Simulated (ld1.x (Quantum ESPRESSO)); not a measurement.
# antimony, TM: configuration errors across variants

```json
{
 "Element": "antimony",
 "Generator": "ld1.x (Quantum ESPRESSO) 7.5",
 "Type": "norm-conserving Troullier–Martins (Kleinman–Bylander form)",
 "Functional": "LDA (PZ)",
 "Relativity": "scalar-relativistic",
 "Frozen core": "[Kr] 4d10",
 "Valence charge": "5",
 "Reference configuration": "5s2 5p3",
 "Partial waves": "5p (bound): rc 2.50 bohr; 5s (bound): rc 2.00 bohr",
 "Local potential": "the s channel",
 "Core correction": "none"
}
```

All-electron excitation energies from the reference (eV): (1) 5s2 5p2 8.521; (2) 5s2 5p1 24.774; (3) 5s2 5p0 49.559; (4) 5s2 5p2.5 3.355; (5) 5s1 5p4 8.209; (6) 5s0 5p5 16.646; (7) 5s1 5p0 94.375; (8) 5s2 5p3 spin -1.092; (9) 5s2 5p2 spin 7.930.

Spin tests fill each open shell by Hund’s rule, majority spin first.

Errors AE − PS in meV (a dash: test not solved or not reliable):

```csv
change,(1),(2),(3),(4),(5),(6),(7),(8),(9),bound ghosts
base,+3.1,+28,+114,+0.2,+9.5,+45,+490,+182,+124,none
"all radii scaled by about 0.76 (s 1.52, p 1.90 bohr)",+3.8,+34,+143,+0.4,+9.0,+48,+516,+183,+125,none
"all radii scaled by about 0.84 (s 1.68, p 2.10 bohr)",+3.4,+31,+128,+0.3,+8.0,+39,+508,+185,+125,none
"all radii scaled by about 0.89 (s 1.78, p 2.22 bohr)",+3.3,+30,+124,+0.3,+8.3,+40,+507,+185,+125,none
"all radii scaled by about 1.09 (s 2.18, p 2.72 bohr)",+3.1,+26,+104,+0.3,+9.8,+45,+463,+180,+122,none
"all radii scaled by about 1.14 (s 2.28, p 2.86 bohr)",+3.1,+25,+97,+0.3,+9.6,+44,+437,+179,+121,none
"all radii scaled by about 1.20 (s 2.40, p 3.00 bohr)",+3.2,+24,+89,+0.3,+9.1,+42,+404,+177,+121,none
"all radii scaled by about 1.40 (s 2.80, p 3.50 bohr)",+4.2,+25,+80,+0.7,+3.8,+21,+272,+177,+123,none
```

Q: Give the same row for: all radii scaled by about 1.28 (s 2.56, p 3.20 bohr).

A: +3.6, +24, +81, +0.5, +7.3, +35, +343, +176, +121; bound ghosts: none.
